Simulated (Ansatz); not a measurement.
A geometry relaxed with B3LYP-D3(BJ)/def2-TZVP (Ansatz, a quantum-chemistry and plane-wave program), charge 0, multiplicity 1:

```xyz
8

C     -1.4335     0.0710    -0.2602
C      1.2138    -0.3564    -0.5713
H     -1.3261    -0.0588     0.8140
H     -2.4196    -0.2670    -0.5761
C      2.2793     0.0570    -0.1881
H      3.2175     0.4220     0.1501
H     -1.2954     1.1136    -0.5361
S     -0.2361    -0.9814    -1.1470
```

Write the SMILES of this molecule.

`C#CSC`
